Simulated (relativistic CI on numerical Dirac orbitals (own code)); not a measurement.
**Electric-dipole lines of Gd XLVII**

Computed by Dirac-Coulomb-Breit CI, orbitals from a KLI potential per configuration, a model potential for QED, unscaled Slater integrals (own radial code, finite nucleus).

CI space (outside the closed core [Ne]): 3s²3p⁶, 3s²3p⁵3d, 3s3p⁶3d, 3s²3p⁵4s, 3s²3p⁵4p, 3s²3p⁵4d, 3p⁶3d4p, 3s3p⁶4s, 3p⁶3d², 3p⁵3d³, 3p⁵3d²4s, 3p⁵3d²4p, 3p⁵3d²4d, 3p⁶3d4s, 3p⁵3d4s², 3p⁵3d4s4p, 3p⁵3d4s4d. Double excitations out of closed p, d and f shells are left out; levels of such configurations are missing from the list, as are those of other unlisted configurations, and high levels can miss mixing partners.

```csv
λ vac (Å),Lower,Upper,A (s⁻¹),log gf,S velocity/length
5.6084,3s3p⁶3d ³D3 [16],3p⁶3d4p ³F°4 [178],1.58e+13,-0.17,0.95
5.8235,3s²3p⁶ ¹S0 [1],3s²3p⁵4d ³D°1 [162],4.66e+13,-0.15,0.95
6.2960,3s²3p⁶ ¹S0 [1],3s²3p⁵4d ¹P°1 [153],9.41e+13,0.22,0.95
7.1536,3s²3p⁶ ¹S0 [1],3s²3p⁵4s ¹P°1 [138],1.21e+13,-0.55,0.96
29.122,3p⁶3d² ³F2 [18],3p⁵3d³ ³D°1 [106],2.15e+12,-0.09,0.75
29.728,3p⁶3d² ³P2 [21],3p⁵3d³ ³S°1 [120],2.09e+12,-0.08,0.75
29.967,3p⁶3d² ³F4 [24],3p⁵3d³ ³D°3 [131],1.16e+12,0.04,0.79
30.018,3p⁶3d² ³F3 [20],3p⁵3d³ ³D°2 [111],1.29e+12,-0.06,0.76
30.025,3s²3p⁶ ¹S0 [1],3s²3p⁵3d ¹P°1 [11],2.03e+12,-0.08,0.74
30.076,3p⁶3d² ¹G4 [22],3p⁵3d³ ³G°3 [118],1.60e+12,0.18,0.77
30.334,3p⁶3d² ¹G4 [22],3p⁵3d³ ³F°4 [116],2.15e+12,0.43,0.78
30.461,3p⁶3d² ³F4 [24],3p⁵3d³ ³F°4 [126],8.73e+11,0.04,0.81
30.867,3p⁶3d² ³F4 [24],3p⁵3d³ ³F°4 [125],8.66e+11,0.05,0.77
30.945,3p⁶3d² ³P2 [25],3p⁵3d³ ¹F°3 [127],9.60e+11,-0.02,0.83
30.999,3p⁶3d² ³F4 [24],3p⁵3d³ ³G°5 [124],1.12e+12,0.25,0.92
31.621,3p⁶3d² ³F2 [18],3p⁵3d³ ³F°2 [99],1.41e+12,0.02,0.82
34.519,3s²3p⁵3d ¹D°2 [7],3s3p⁶3d ¹D2 [17],5.89e+11,-0.28,0.84
35.283,3s²3p⁵3d ³F°4 [6],3s3p⁶3d ³D3 [16],9.95e+11,0.11,0.85
35.386,3s²3p⁵3d ³F°3 [4],3s3p⁶3d ³D2 [15],1.05e+12,-0.01,0.85
35.396,3s²3p⁵3d ³P°1 [3],3s3p⁶3d ³D1 [14],5.81e+11,-0.48,0.86
35.493,3s²3p⁵3d ³D°3 [8],3s3p⁶3d ¹D2 [17],4.71e+11,-0.35,0.85
36.246,3s²3p⁵3d ³D°2 [5],3s3p⁶3d ³D1 [14],6.17e+11,-0.44,0.87
36.768,3s²3p⁵3d ³D°3 [8],3s3p⁶3d ³D3 [16],3.74e+11,-0.27,0.92
43.863,3p⁶3d² ¹G4 [22],3p⁵3d³ ³F°3 [89],4.24e+11,-0.07,0.68
43.998,3p⁶3d² ³F4 [24],3p⁵3d³ ³D°3 [96],4.83e+11,-0.01,0.68
44.190,3s²3p⁶ ¹S0 [1],3s²3p⁵3d ¹P°1 [9],5.08e+11,-0.35,0.64
44.862,3p⁶3d² ³F2 [18],3p⁵3d³ ³G°3 [55],5.42e+11,0.06,0.88
45.699,3p⁶3d² ¹G4 [22],3p⁵3d³ ³G°4 [82],4.18e+11,0.07,0.72
45.737,3p⁶3d² ³F4 [24],3p⁵3d³ ³F°4 [94],4.64e+11,0.12,0.71
46.988,3p⁶3d² ¹G4 [22],3p⁵3d³ ¹H°5 [76],2.25e+11,-0.09,0.87
```

Terms are leading LS components. Brackets give the number of a level in order of energy, since labels repeat. The list gives strong lines, with weight on those to low levels, among the lowest 200 of 1246 levels, so that lines to higher ones, which can be the strongest, are missing. Levels whose partners in the same complex of configurations lie outside the list can be far off, and so can their lines. Rates are taken at the computed energies, electric ones in the length gauge. A velocity-to-length ratio far from 1 marks an uncertain rate.

At this charge energies of transitions that change n are usually good to better than 1 %, and those within a shell (Δn = 0) to a few per cent.

LS names give the leading component of a level, which can be under half, so a name can repeat, a term be missing and a line seem to break the LS rules.
